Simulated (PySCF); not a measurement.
First hyperpolarisability: 2-(methylsulfonyl)pyridine (SMILES CS(=O)(=O)c1ccccn1)

Geometry (Å), atoms numbered from 1 in this order:
```xyz
17

C    -2.3410   -0.7134   -0.4958
S    -1.5429    0.3509    0.6853
O    -1.9109    1.7387    0.4089
O    -1.7429   -0.2218    2.0112
C     0.2044    0.1854    0.2694
C     0.9839    1.3364    0.2176
C     2.3469    1.1616   -0.0108
C     2.8395   -0.1299   -0.1839
C     1.9489   -1.2036   -0.1258
N     0.6484   -1.0485    0.1046
H    -2.2063   -0.2991   -1.5023
H    -1.8997   -1.7127   -0.4006
H    -3.4009   -0.7165   -0.2085
H     0.5180    2.3151    0.3443
H     3.0155    2.0245   -0.0580
H     3.9008   -0.3083   -0.3673
H     2.3022   -2.2302   -0.2694
```

Theory: PySCF 2.14.0, quadratic response CAM-B3LYP/aug-cc-pVDZ first hyperpolarisability, Taylor convention, gas phase. Geometry: PBE0-D3(BJ)/def2-SVP.

Problem. Give β for the processes computed.

Solution. In au, Taylor convention; the vector part is βᵢ = ⅓ Σⱼ (βᵢⱼⱼ + βⱼᵢⱼ + βⱼⱼᵢ); β∥ is 3/5 of the vector part along the dipole, the dipole points from − to +:
```csv
process,λ (nm),β vector norm,β∥,β HRS,depolarisation ratio
"static β(0;0,0)",∞,152.7,-87.3,57.8,7.27
"second harmonic β(−2ω;ω,ω)",1907,159.1,-91.1,60.3,7.25
"Pockels β(−ω;ω,0)",1907,154.8,-88.5,–,–
"second harmonic β(−2ω;ω,ω)",1064,175.4,-100.7,66.5,7.21
"Pockels β(−ω;ω,0)",1064,159.6,-91.3,–,–
```

Problem. Which lowest excitations, dipole and polarisabilities go with it?

Solution. S1 5.00 eV (f = 0.004); S2 5.45 eV (f = 0.009); S3 5.49 eV (f = 0.069); dipole 5.50 D; isotropic α 103.1 au static, 103.4 au at 1907 nm, 104.2 au at 1064 nm, 104.4 au at 953.5 nm, 107.7 au at 532 nm.
